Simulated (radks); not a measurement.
The numbers below are computed, except where a source is named.
Neutral osmium inside a hard spherical wall (all orbitals vanish at R), configuration held at [Xe] 4f14 5d6 6s2 and not refilled when levels cross. Code: a radial shooting solver on a logarithmic mesh with Libxc functionals. Model: scalar-relativistic Kohn-Sham, LDA (Slater exchange, VWN5 correlation), spin-polarised, spherical densities, finite nucleus; open shells are filled with parallel spins first (spin-orbit coupling, left out, can overturn this in heavy ions); Fermi nuclear charge, rms radius 5.4126 fm. Eigenvalues in eV for spin up, with the zero of energy where the potential of the charges vanishes at infinity; a dash marks a level that is unbound or too diffuse for the functional's potential to be trusted. A positive occupied level is held by the wall or, in an anion where self-interaction has pushed it up, behind a barrier. The pressure on the wall is -dE/dV.

R (bohr)  E (hartree)  kinetic (hartree)    e(4f)    e(5p)   e(5d)   e(6s)  e(6p, empty)  e(7s, empty)  pressure (GPa)
free      -17241.0105          19096.399  -52.285  -51.820  -7.327  -6.872        -1.591        -0.036               0
20        -17241.0105          19096.399  -52.285  -51.820  -7.327  -6.872        -1.591         0.070        < 0.0001
12        -17241.0105          19096.399  -52.284  -51.819  -7.326  -6.871        -1.571         0.734        0.000283
10        -17241.0104          19096.401  -52.270  -51.805  -7.313  -6.859        -1.505         1.535         0.00561
7         -17241.0015          19096.475  -51.909  -51.449  -6.985  -6.546        -0.705         6.160           0.557
6         -17240.9775          19096.636  -51.273  -50.836  -6.430  -5.959         0.431        10.900            2.80
4         -17240.5069          19098.915  -45.195  -45.310  -1.271   0.917        11.129        44.424             107
3.5       -17239.9437          19101.274  -40.626  -41.388   2.741   7.326        20.236        68.671             316
3         -17238.6110          19106.549  -32.736  -34.850  10.084  20.502        38.047        111.94            1060
2.5       -17235.0633          19120.054  -18.016  -22.708  25.053  50.551        76.152        196.24            4330
2         -17223.8665          19160.337   12.562    4.955  60.774  128.49        167.90        381.95           23200
